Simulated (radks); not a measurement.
Valence configurations of Hg I. All-electron calculation, scalar-relativistic Kohn-Sham, PBE, spin-polarised, spherical densities, finite nucleus; open shells are filled with parallel spins first (spin-orbit coupling, left out, can overturn this in heavy ions); Fermi nuclear charge, rms radius 5.4648 fm. Program: a radial shooting solver on a logarithmic mesh with Libxc functionals. Energies are relative to [Hg]; eigenvalues in eV for spin up.

| valence | E (eV) | moment (Bohr magnetons) | e(4f) | e(5d) | e(6p) | e(6s) |
|---|---|---|---|---|---|---|
| [Hg] | 0.000 | 0 | -95.902 | -9.866 | - | -6.811 |
| [Xe] 4f14 5d10 6s1.5 6p0.5 | 2.801 | 1 | -97.041 | -11.063 | -1.838 | -7.906 |
| [Xe] 4f14 5d10 6p2 | 11.983 | 2 | -99.823 | -13.739 | -3.259 | - |
| [Xe] 4f14 5d9 6s1 6p2 | 15.759 | 4 | -103.13 | -16.256 | -3.680 | -11.060 |
| [Xe] 4f14 5d8 6s2 6p2 | 22.309 | 4 | -106.97 | -18.954 | -3.948 | -11.859 |
| [Xe] 4f14 5d8 6s1 6p3 | 28.173 | 6 | -108.35 | -20.378 | -4.810 | -13.116 |
| [Xe] 4f14 5d6 6s1 6p5 | 64.580 | 6 | -119.90 | -29.204 | -6.668 | -16.838 |
| [Xe] 4f13 5d10 6s2 6p1 | 102.60 | 2 | -114.29 | -15.682 | -2.620 | -9.562 |
| [Xe] 4f13 5d10 6s1 6p2 | 108.65 | 4 | -115.91 | -17.389 | -3.675 | -11.106 |
| [Xe] 4f12 5d10 6s2 6p2 | 221.09 | 4 | -133.21 | -21.491 | -3.937 | -11.973 |

NIST lists [Hg] as the ground configuration; this level of theory agrees among the configurations tried. The energies are those of spherical high-spin densities, not of single terms.
